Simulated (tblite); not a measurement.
Species: C₅H₁₂OSSi.
Z-matrix (Å and degrees, GFN2-xTB geometry), rows numbered from 1:
```
C 
Si  1  1.8993
C   2  1.8993  1  111.63
C   2  1.9147  1  115.95  3   131.29
C   4  1.5240  2  102.13  1   100.14
S   5  1.8322  4  111.38  2   -90.30
C   5  1.5289  4  107.49  2    29.96
O   7  1.4011  5  109.41  4   -38.48
H   1  1.0843  2  110.15  3   -39.91
H   1  1.0862  2  113.06  3  -160.41
H   1  1.0856  2  110.41  3    78.78
H   3  1.0849  2  109.92  1   -61.47
H   3  1.0860  2  112.50  1   178.61
H   3  1.0844  2  111.18  1    57.43
H   4  1.0868  2  115.92  1   -20.31
H   4  1.0904  2  111.35  1  -143.38
H   5  1.0912  4  113.18  2   152.88
H   6  1.3299  5   95.38  4    72.01
H   7  1.0972  5  109.34  4    81.05
H   7  1.0932  5  111.86  4  -158.62
```

All values are computed: GFN2-xTB (tblite) harmonic vibrations without scaling, gas phase. Errors from tens to a few hundred cm⁻¹ against measured bands are possible. Modes of hydrogen on sulfur can be 10 to 20 % off. One conformer, not necessarily the lowest.

Harmonic wavenumbers (cm⁻¹): 58.9, 89.6, 98.7, 99.4, 135.9, 173.1, 192.0, 230.7, 259.3, 316.5, 322.4, 431.0, 627.2, 634.3, 670.6, 724.2, 744.8, 768.6, 778.6, 788.8, 833.5, 849.5, 868.1, 878.0, 942.4, 979.7, 1057.3, 1097.2, 1128.9, 1173.7, 1206.0, 1242.1, 1261.8, 1310.7, 1372.6, 1376.6, 1468.7, 1475.6, 1480.1, 1481.4, 1483.0, 1486.6, 2449.2, 2896.9, 2960.9, 2970.9, 2982.5, 3028.1, 3035.7, 3039.4, 3046.4, 3054.5, 3059.4, 3064.2.

A = 2393, B = 1012, C = 902.8 MHz; mass 148.038 u (most abundant isotopes); point group C1, symmetry number 1.

Q: What is the zero-point energy?

A: Half the sum of the wavenumbers: 35093 cm⁻¹ = 100.34 kcal/mol.

Q: What is S at 500 K and 1 bar for an ideal gas of classical rigid rotors and harmonic oscillators?

A: Translation 43.48, rotation 30.92, vibration 55.50: S = 129.9 cal/(mol K).

Q: And Cp and H(500 K) − H(0)?

A: Cp = 60.64 cal/(mol K), of which vibrations give 52.69 (their classical limit is 54 R = 107.3); H(500 K) − H(0) = 18.04 kcal/mol without the zero-point energy, 14.06 from vibrations.

Q: Which modes carry the vibrational entropy at 500 K?

A: 58.9 cm⁻¹: 5.52; 89.6 cm⁻¹: 4.69; 98.7 cm⁻¹: 4.50; 99.4 cm⁻¹: 4.48; 135.9 cm⁻¹: 3.87; 173.1 cm⁻¹: 3.39 cal/(mol K); the other 48 give 29.06 together.

Q: How do the functions run with temperature in this model?

A: 
```
 T (K)  S (cal/(mol K))  Cp (cal/(mol K))  H − H(0) (kcal/mol)  G − H(0) (kcal/mol)  ln q(vib)
    50             59.1              14.2                 0.51                -2.45       0.43
   100             71.4              21.3                 1.41                -5.73       1.82
298.15            103.6              41.6                 7.61               -23.28       7.92
373.15            113.8              49.4                11.03               -31.44      10.13
   750            157.7              76.2                35.30               -82.96      20.60
  1000            181.1              86.6                55.73              -125.38      26.88
```

q(vib) and H(0) count from the zero-point level.

Q: What must be added to the electronic energy to get the Gibbs energy at 500 K and 1 bar?

A: ZPE + [H(500 K) − H(0)] − T·S = 100.34 + 18.04 − 64.95 = 53.43 kcal/mol.

Hindered rotation and anharmonicity are outside this model. Other conformers, if any are populated, would add a mixing term that is left out. The structure is chiral; the term R ln 2 for an equal mix with its mirror image is left out.

Time: 0.96 s of wall time. Hardware: Arm Neoverse V1, one thread, shared host. This covers the Hessian and the dipole derivatives.
